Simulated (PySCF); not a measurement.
From one molecule to another.

First species: cinnamonitrile, C9H7N.
InChI=1S/C9H7N/c10-8-4-7-9-5-2-1-3-6-9/h1-7H/b7-4+

Second species: C9H7N.
SMILES: `N#Cc1ccc2c(c1)CC2`

Levels: CAM-B3LYP/def2-SVPD for dipole moment, HOMO energy, LUMO energy, HOMO–LUMO gap, static isotropic polarisability and electronic spatial extent ⟨r²⟩ about the centre of nuclear charge; TDDFT CAM-B3LYP/def2-SVPD for lowest singlet excitation; TDA CAM-B3LYP/def2-SVPD for lowest triplet excitation (Tamm–Dancoff); ΔSCF CAM-B3LYP/def2-SVPD for vertical ionisation energy; PBE0-D3(BJ)/def2-SVP for rotational constant A and rotational constant C. Geometries: PBE0-D3(BJ)/def2-SVP. Each species is one conformer at its optimised geometry, gas phase, non-relativistic unless stated. Electronic properties by PySCF.

Dipoles, sizes and rotational constants follow the conformer. The torsions of the flexible species, by atom-mapped SMILES:
- `[N:1]#[C:2]/[CH:3]=[CH:4]/[c:5]1[cH:6][cH:7][cH:8][cH:9][cH:10]1`: C3–C4–C5–C6 1°

Values for the first species:

* Dipole moment: 5.48 D
* HOMO energy: -8.30 eV
* LUMO energy: -1.26 eV
* HOMO–LUMO gap: 7.04 eV
* Lowest singlet excitation: 4.64 eV
* Lowest triplet excitation (Tamm–Dancoff): 2.83 eV
* Static isotropic polarisability: 119.6 au
* Vertical ionisation energy: 8.88 eV
* Electronic spatial extent ⟨r²⟩ about the centre of nuclear charge: 1926 bohr²
* Rotational constant A: 5.119 GHz
* Rotational constant C: 0.542 GHz

Task: Estimate the same properties for the second species, and the change in each.

Result: 
| property | first | second | second less first |
| --- | --- | --- | --- |
| dipole moment | 5.48 D | 5.51 D | +0.03 D |
| HOMO energy | -8.30 eV | -8.60 eV | -0.30 eV |
| LUMO energy | -1.26 eV | -0.41 eV | +0.85 eV |
| HOMO–LUMO gap | 7.04 eV | 8.19 eV | +1.15 eV |
| lowest singlet excitation | 4.64 eV | 5.11 eV | +0.47 eV |
| lowest triplet excitation (Tamm–Dancoff) | 2.83 eV | 3.70 eV | +0.87 eV |
| static isotropic polarisability | 119.6 au | 106.9 au | -12.7 au |
| vertical ionisation energy | 8.88 eV | 9.21 eV | +0.33 eV |
| electronic spatial extent ⟨r²⟩ about the centre of nuclear charge | 1926 bohr² | 1506 bohr² | -420 bohr² |
| rotational constant A | 5.119 GHz | 3.854 GHz | -1.265 GHz |
| rotational constant C | 0.542 GHz | 0.728 GHz | +0.186 GHz |

On the first: In atomic units the dipole is 2.16 e·bohr (1 au = 2.5417 D). S1 lies 2.40 eV below the HOMO–LUMO gap; its leading configuration is HOMO→LUMO, weight 0.95.

On the second: The principal polarisabilities are 63.5, 103.8 and 153.3 au; their mean is the isotropic value. No computed singlet falls in the visible range (750 to 380 nm, 1.65 to 3.26 eV); S1 lies 1.85 eV above its blue end.
